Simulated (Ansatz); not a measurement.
A further run on SbH₃.

```yaml
crystal:
  periodic: [false, false, false]
  atoms:
    - {symbol: Sb, position_ang: [-0.005344, 0.005462, 0.738926]}
    - {symbol: H, position_ang: [1.416503, -0.029903, -0.235875]}
    - {symbol: H, position_ang: [-0.681192, 1.237419, -0.260405]}
    - {symbol: H, position_ang: [-0.729967, -1.212978, -0.242647]}
basis:
  gaussian: {orbitals: def2-mTZVPP, final_grid: {core_spheres: 8, valence_spheres: 7, degree: 23}}
magnetization: {spin_polarized: true, initial_magnetization: 0}
hamiltonian: {xc: {name: r2SCAN50}}
scf: {omitted_lower_state_checks: [starts]}
output: {forces: true}
```

```sh
$ ansatz run in.yaml --threads 2 --pin off --events-out ev --progress --plain --max-ram 4352MiB
```

Shortened log:

```
Functional definition: r2SCAN50
553 factors; integrals over basis functions are off by at most 9.5e-4 eV
mean field evaluation 1: about -6586.4868 eV, gradient 2.3e0 eV
mean field evaluation 2: about -6586.5307 eV, gradient 5.9e-1 eV
mean field evaluation 4: about -6586.5603 eV, gradient 6.4e-1 eV
mean field evaluation 8: about -6586.5634 eV, gradient 6.2e-3 eV
mean field -6586.56337249 eV, -242.0517394061 hartree, gradient 1.6e-5 eV, S^2 0.000000; 0 other end points of the search recorded, 0 dependent functions left out
reference -6586.56338154 eV, -242.0517397387 hartree; 13, 13 occupied and 38, 38 virtual orbitals, 553 factors
Total energy: -6586.56338154 eV, -242.0517397387 hartree
Atom 0 at    -0.005344     0.005462     0.738926 Å, force     0.006901    -0.007007    -0.947896 eV/Å
Atom 1 at     1.416503    -0.029903    -0.235875 Å, force    -0.375974     0.009754     0.313230 eV/Å
Atom 2 at    -0.681192     1.237419    -0.260405 Å, force     0.178093    -0.325102     0.319679 eV/Å
Atom 3 at    -0.729967    -1.212978    -0.242647 Å, force     0.190980     0.322355     0.314987 eV/Å
Dipole moment:    -0.000346     0.000348     0.046999 e Å
Checks for a lower state left out: starts
```

Hardware: 2 threads of Intel Xeon 6975P-C on a shared host. Wall time 0.6 s.

In the def2 sets Sb takes a core potential; there is no spin–orbit coupling.
